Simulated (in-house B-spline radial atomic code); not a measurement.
Settings and results of a run for Pd⁵⁺. Method: scalar-relativistic (X2C) Hartree-Fock, spin-polarised, averaged over the determinants with the given up and down occupations, Fermi nucleus of rms radius 4.5318 fm. Calculated with an all-electron radial atomic-structure program (B-spline basis).

Command:
```bash
python run_scf.py task.json out
```
Settings (nuclear radius in fm, mass in u):
```
Z                46
configuration    [Kr] 4d5
hamiltonian      x2c
method           hf
spin_polarised   True
nucleus          fermi
rms_radius       4.5318
atomic_mass      105.90348
speed_of_light   137.035999084
```

Output (hartree, bohr):
```
 radial grid: 67 intervals, B-splines of order 8, outer radius 18.2456 bohr

 iter        energy (Eh)    residual
    1       -5025.502948    7.27e-01
    2       -5035.335896    2.60e-01
    3       -5036.691857    8.66e-02
    4       -5036.824951    3.34e-02
    5       -5036.840212    9.80e-03
    6       -5036.841951    1.44e-03
    7       -5036.841962    2.16e-04
    8       -5036.841963    3.56e-05
    9       -5036.841963    2.30e-06
   10       -5036.841963    1.23e-07

 total energy                     -5036.84196
 kinetic                            5263.2293
 electron-nucleus                 -12097.3762
 electron-electron                  1797.3049

 orbital      occ     eigenvalue          <r>       <r^2>       <1/r>       r_max
 1s up      1.000      -902.3764    0.0313055  0.00133504     50.1133     0.02002
 1s down    1.000      -902.3773    0.0313053  0.00133502     50.1135     0.02002
 2s up      1.000      -137.4023     0.137658   0.0224115     11.3169      0.1166
 2s down    1.000      -137.3241     0.137623      0.0224     11.3203      0.1165
 2p up      3.000      -123.2940     0.120442    0.017737     10.6164      0.0932
 2p down    3.000      -123.2170     0.120391   0.0177209     10.6202     0.09317
 3s up      1.000       -28.5104     0.376831    0.162561     3.92465      0.3407
 3s down    1.000       -28.4738     0.376608     0.16227     3.92429      0.3408
 3p up      3.000       -23.7495      0.37652    0.164716     3.67917      0.3343
 3p down    3.000       -23.7042     0.376186    0.164267     3.67893      0.3344
 3d up      5.000       -16.2001     0.355762     0.15071     3.42974      0.2822
 3d down    5.000       -16.0948     0.356648    0.151374     3.42067      0.2831
 4s up      1.000        -6.8452     0.933991    0.982622     1.46965      0.8492
 4s down    1.000        -6.4526      0.92743    0.969671     1.48381       0.843
 4p up      3.000        -5.3761      1.00607     1.14788     1.33311      0.9015
 4p down    3.000        -4.8849      1.00331     1.14358     1.33916      0.8955
 4d up      5.000        -3.1247      1.19607     1.65135     1.08764       1.024
```

Cost of the run: 0.35 s on 1 thread of Arm Neoverse V2, on a shared host.

One-electron X2C: radii and densities carry no picture-change correction, so inner-shell <1/r> comes out high (for 1s by about 2 % at Z = 33, 5 % at 54, 10 % at 75, 30 % at 118) and <r> low.
